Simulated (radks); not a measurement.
Values are calculated unless marked as measured or tabulated.
Task: The scandium ion Sc6+ is in [Ne] 3s2 3p3. Level of theory: non-relativistic Kohn-Sham, PBE, spin-polarised, spherical densities, point nucleus (a radial shooting solver on a logarithmic mesh with Libxc functionals). Open shells are filled with parallel spins first. One electron is removed from 3p, 2s, 3s, 2p in turn, with full relaxation. Which removal costs least, and what does each cost?

Result: 3p 136.86 eV; 3s 151.86 eV; 2p 524.74 eV; 2s 602.71 eV. The 3p electron leaves first.
